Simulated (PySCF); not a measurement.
Computed IR spectrum (relative IR intensity) of a molecule C₃H₇NSi. The structure is a stationary point at PBE-D3(BJ)/def2-SVP. Other conformers were not sampled. Level of theory: PySCF 2.14.0 with PBE-D3(BJ)/def2-SVP. Frequencies are harmonic and unscaled.

Lines under 2 % of the strongest are left out, and lines within 2 cm⁻¹ are merged.

```
ν (cm⁻¹)  relative intensity
--------  ------------------
323                      3.2
487                       63
532                       21
638                       26
660                       30
665                       14
681                       31
765                       20
872                       64
916                       12
933                       97
947                      100
949                      2.7
1110                      64
1189                      11
1303                      14
1365                      25
1384                     4.2
2118                      93
2164                      60
2178                      85
2942                      20
2986                     4.2
3406                      46
3492                      11
```

Task: Pick the molecule that these values belong to.
A) CC1=NC[SiH2]1
B) C[C@H]([SiH3])C#N
C) C=C=CN[SiH3]
D) C#CCN[SiH3]

Result: D, C#CCN[SiH3]
